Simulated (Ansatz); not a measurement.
The same ligand exchange along the group B, Al, Ga, In.

Isolated molecules relaxed with PBE0-D4/def2-TZVP in Ansatz; ΔE leaves out vibrations. CBS: MP2 limit from def2 TZ/QZ plus the TZ coupled-cluster correction, frozen cores. This one scheme is used for every species. DFT in def2-TZVPP. def2 core potentials past Kr. For Ga, In, Se outer-core shells are correlated without core-valence functions, which leaves a few kJ/mol of doubt a bond. Scalar relativity is left out up to krypton. Each species was taken in one conformer, which may not be the lowest.

```
                                                 reaction  CCSD(T)/CBS(def2) (eV)
                 `ClB(Cl)[SeH]` + H₂S → `SB(Cl)Cl` + H₂Se                   -0.04
`[Cl][Al]([Cl])[SeH]` + H₂S → `[SH][Al]([Cl])[Cl]` + H₂Se                       ?
`[Cl][Ga]([Cl])[SeH]` + H₂S → `[SH][Ga]([Cl])[Cl]` + H₂Se                    0.17
`[Cl][In]([Cl])[SeH]` + H₂S → `[SH][In]([Cl])[Cl]` + H₂Se                    0.25
```

Question: Fill in the missing values. (Best estimate.)

Answer: Computed: `[Cl][Al]([Cl])[SeH]` + H₂S → `[SH][Al]([Cl])[Cl]` + H₂Se: +0.09 eV.

Largest T1 diagnostic: 0.013, for `[SH][In]([Cl])[Cl]`.
